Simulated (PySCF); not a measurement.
# Computed records: B₂H₆NSi, B₂H₂N, CH₅BNSi, B₂H₄N and others

Computed with PySCF 2.14.0. Calculation on a computer-drawn molecule: the log of a Hartree-Fock and frozen-core CCSD(T) single point meant for a local Hartree-Fock minimum, with one planted fault or none, to be diagnosed. Offsets are logged minus clean, where the clean run is the same molecule without the fault. The reference is restricted for singlets and unrestricted otherwise, and also for a bond in bohr or an excited solution. Adding or removing an electron swaps singlet and doublet. The excited solution moves the top pair (singlet) or top alpha electron (doublet) to the lowest empty orbital. Highest occupied and lowest empty are orbital energies over both spins, largest force is the largest gradient component, triples share is (T) over the correlation energy, the T1 limit is 0.02 restricted and 0.045 unrestricted, electrons count all cores, a negative frequency is imaginary (commonest isotopes), and the dipole is about the centre of nuclear charge.

Common to all runs: meant charge 0; meant multiplicity 2; logged SCF converged yes; possible faults no fault, one electron removed, one electron added, multiplicity raised by two, geometry at a saddle point, SCF held on an excited solution, minimal basis STO-3G, one bond length entered in bohr, all coordinates scaled.

(1) B₂H₆NSi

Logged structure:
```xyz
10
B2H6NSi
B     -0.8881     1.5808     1.1454
N     -0.9716     0.2325     0.7083
B     -1.1142    -0.8175     1.6779
Si    -0.8488    -0.6211    -2.5381
H     -0.7683     2.5285     0.4190
H     -1.1625    -0.5621     2.8456
H     -1.1842    -1.9569     1.2986
H      0.3006    -1.5196    -2.7718
H     -0.7011     0.6052    -3.3436
H     -2.0926    -1.3246    -2.9136
```

- meant basis: cc-pV(D+d)Z
- logged electrons: 37
- logged basis functions: 95
- logged spin squared: 1.3342
- logged highest occupied: -8.8356 eV
- logged lowest empty: 0.62322 eV
- logged largest force: 0.090401 hartree/bohr
- logged T1 diagnostic: 0.074157
- logged D1 diagnostic: 0.37406
- logged triples share: 0.036595
- logged CC converged: yes
- logged dipole magnitude: 1.7546 debye
- logged SCF stable within its kind: yes
- logged energy HF: -396.14806 hartree
- logged energy CCSD(T): -396.65006 hartree
- planted fault: one bond length entered in bohr, row 3 of the drawn bonds
- HF energy offset from clean run: 70.87 kcal/mol
- CCSD(T) energy offset from clean run: 56.33 kcal/mol

Drawn bonds:
```csv
atom,other atom,order
1,2,1
2,3,1
2,4,1
1,5,1
3,6,1
3,7,1
4,8,1
4,9,1
4,10,1
```

Notes: T1 above single-reference limit.

(2) B₂H₆NSi

Logged structure:
```xyz
10
B2H6NSi
B     -0.8881     1.5808     1.1454
N     -0.9716     0.2325     0.7083
B     -1.1142    -0.8175     1.6779
Si    -0.9066    -0.2192    -1.0096
H     -0.7683     2.5285     0.4190
H     -1.1625    -0.5621     2.8456
H     -1.1842    -1.9569     1.2986
H      0.2428    -1.1177    -1.2433
H     -0.7590     1.0071    -1.8151
H     -2.1504    -0.9227    -1.3851
```

- meant basis: cc-pV(D+d)Z
- logged electrons: 37
- logged basis functions: 95
- logged spin squared: 0.7539
- logged highest occupied: -8.9648 eV
- logged lowest empty: 2.1698 eV
- logged largest force: 2.912e-05 hartree/bohr
- logged lowest frequency: 67.053 cm⁻¹
- logged T1 diagnostic: 0.013264
- logged D1 diagnostic: 0.044161
- logged triples share: 0.028063
- logged CC converged: yes
- logged dipole magnitude: 1.1348 debye
- logged SCF stable within its kind: yes
- logged energy HF: -396.26099 hartree
- logged energy CCSD(T): -396.73983 hartree
- planted fault: no fault
- HF energy offset from clean run: 0 kcal/mol
- CCSD(T) energy offset from clean run: 0 kcal/mol

Drawn bonds:
```csv
atom,other atom,order
1,2,1
2,3,1
2,4,1
1,5,1
3,6,1
3,7,1
4,8,1
4,9,1
4,10,1
```

(3) B₂H₂N

Logged structure:
```xyz
5
B2H2N
B      1.2169     0.8148    -2.6765
N      1.9949     1.3688    -1.8696
B      2.7704     1.9672    -0.8991
H     -0.1639    -0.1656    -4.0993
H      3.8787     2.4028    -1.0216
```

* meant basis: cc-pVDZ
* logged electrons: 19
* logged basis functions: 52
* logged spin squared: 0.8129
* logged highest occupied: -7.3774 eV
* logged lowest empty: -0.74332 eV
* logged largest force: 0.2001 hartree/bohr
* logged dipole magnitude: 7.543 debye
* logged SCF stable within its kind: no
* logged energy HF: -104.78487 hartree
* planted fault: one bond length entered in bohr, row 3 of the drawn bonds
* HF energy offset from clean run: 111.9 kcal/mol

Drawn bonds:
```csv
atom,other atom,order
1,2,1
2,3,2
1,4,1
3,5,1
```

Notes: coupled-cluster numbers left out as unreliable.

(4) CH₅BNSi

Logged structure:
```xyz
9
CH5BNSi
B     -0.3244    -2.3590    -2.1723
N     -0.0485    -1.2320    -1.7268
Si     0.4564     0.2644    -1.0628
C      0.4838     1.6082    -2.3790
H     -0.5905    -3.4191    -2.5958
H     -0.4561     0.6470     0.0457
H     -0.5108     1.7302    -2.8195
H      0.7867     2.5648    -1.9447
H      1.1832     1.3578    -3.1802
```

- meant basis: cc-pV(D+d)Z
- logged electrons: 36
- logged basis functions: 90
- logged spin squared: 0
- logged highest occupied: -16.864 eV
- logged lowest empty: -6.0543 eV
- logged largest force: 0.09188 hartree/bohr
- logged T1 diagnostic: 0.016067
- logged D1 diagnostic: 0.051279
- logged triples share: 0.034516
- logged CC converged: yes
- logged dipole magnitude: 1.6467 debye
- logged SCF stable within its kind: yes
- logged energy HF: -408.60598 hartree
- logged energy CCSD(T): -409.1187 hartree
- planted fault: one electron removed
- HF energy offset from clean run: 163.7 kcal/mol
- CCSD(T) energy offset from clean run: 170.1 kcal/mol

Drawn bonds:
```csv
atom,other atom,order
1,2,1
2,3,2
3,4,1
1,5,1
3,6,1
4,7,1
4,8,1
4,9,1
```

(5) CH₅BNSi

Structure as in entry 4.

- meant basis: cc-pV(D+d)Z
- logged electrons: 37
- logged basis functions: 90
- logged spin squared: 0.7838
- logged highest occupied: -2.7649 eV
- logged lowest empty: -1.0071 eV
- logged largest force: 0.23668 hartree/bohr
- logged dipole magnitude: 6.3067 debye
- logged SCF stable within its kind: no
- logged energy HF: -408.6714 hartree
- planted fault: SCF held on an excited solution
- HF energy offset from clean run: 122.7 kcal/mol

Drawn bonds:
```csv
atom,other atom,order
1,2,1
2,3,2
3,4,1
1,5,1
3,6,1
4,7,1
4,8,1
4,9,1
```

Notes: coupled-cluster numbers left out as unreliable.

(6) B₂H₄N

Logged structure:
```xyz
7
B2H4N
B     -0.5660    -0.4578    -1.1100
N      0.6495    -1.1104    -1.3994
B      1.7929    -1.1728    -0.5562
H     -1.5066    -0.4312    -1.8540
H      0.7158    -1.5768    -2.2866
H      2.7657    -1.7667    -0.9325
H      1.7399    -0.1533     1.4613
```

* meant basis: cc-pVDZ
* logged electrons: 21
* logged basis functions: 62
* logged spin squared: 1.389
* logged highest occupied: -9.3046 eV
* logged lowest empty: 1.8965 eV
* logged largest force: 0.024331 hartree/bohr
* logged T1 diagnostic: 0.070937
* logged D1 diagnostic: 0.27547
* logged triples share: 0.034484
* logged CC converged: yes
* logged dipole magnitude: 2.5517 debye
* logged SCF stable within its kind: yes
* logged energy HF: -106.02553 hartree
* logged energy CCSD(T): -106.38409 hartree
* planted fault: one bond length entered in bohr, row 6 of the drawn bonds
* HF energy offset from clean run: 77.89 kcal/mol
* CCSD(T) energy offset from clean run: 77.17 kcal/mol

Drawn bonds:
```csv
atom,other atom,order
1,2,1
2,3,1
1,4,1
2,5,1
3,6,1
3,7,1
```

Notes: T1 above single-reference limit.

(7) B₂FH₃N

Logged structure:
```xyz
7
B2FH3N
B     -0.1109     1.7769     0.6813
N     -0.8243     0.6988     1.2449
B     -0.9199    -0.6342     0.7584
F     -0.2864    -0.9804    -0.3582
H      0.5345     1.7110    -0.3213
H     -1.3292     0.8810     2.0911
H     -1.5624    -1.4627     1.3331
```

* meant basis: cc-pVDZ
* logged electrons: 28
* logged basis functions: 71
* logged spin squared: 0
* logged highest occupied: -19.464 eV
* logged lowest empty: -6.9356 eV
* logged largest force: 0.12186 hartree/bohr
* logged T1 diagnostic: 0.018478
* logged D1 diagnostic: 0.050794
* logged triples share: 0.026003
* logged CC converged: yes
* logged dipole magnitude: 7.7789 debye
* logged SCF stable within its kind: yes
* logged energy HF: -204.78606 hartree
* logged energy CCSD(T): -205.31842 hartree
* planted fault: one electron removed
* HF energy offset from clean run: 186.8 kcal/mol
* CCSD(T) energy offset from clean run: 188.5 kcal/mol

Drawn bonds:
```csv
atom,other atom,order
1,2,1
2,3,1
3,4,1
1,5,1
2,6,1
3,7,1
```

(8) BClH₄NSi

Logged structure:
```xyz
8
BClH4NSi
B     -0.0801    -0.0477     1.0077
N     -0.2752    -1.0217     0.0202
Si     0.3867    -1.0339    -1.5821
Cl     1.9271    -2.4123    -1.7408
H      0.5771     0.9430     0.8545
H     -0.8376    -1.8130     0.2817
H      0.9324     0.2931    -1.8792
H     -0.6378    -1.4619    -2.5451
```

* meant basis: cc-pV(D+d)Z
* logged electrons: 47
* logged basis functions: 94
* logged spin squared: 3.7646
* logged highest occupied: -5.7103 eV
* logged lowest empty: -1.2952 eV
* logged largest force: 0.12076 hartree/bohr
* logged T1 diagnostic: 0.015326
* logged D1 diagnostic: 0.069366
* logged triples share: 0.023419
* logged CC converged: yes
* logged dipole magnitude: 5.6169 debye
* logged SCF stable within its kind: yes
* logged energy HF: -829.76356 hartree
* logged energy CCSD(T): -830.25406 hartree
* planted fault: multiplicity raised by two
* HF energy offset from clean run: 126.3 kcal/mol
* CCSD(T) energy offset from clean run: 147.1 kcal/mol

Drawn bonds:
```csv
atom,other atom,order
1,2,1
2,3,1
3,4,1
1,5,1
2,6,1
3,7,1
3,8,1
```
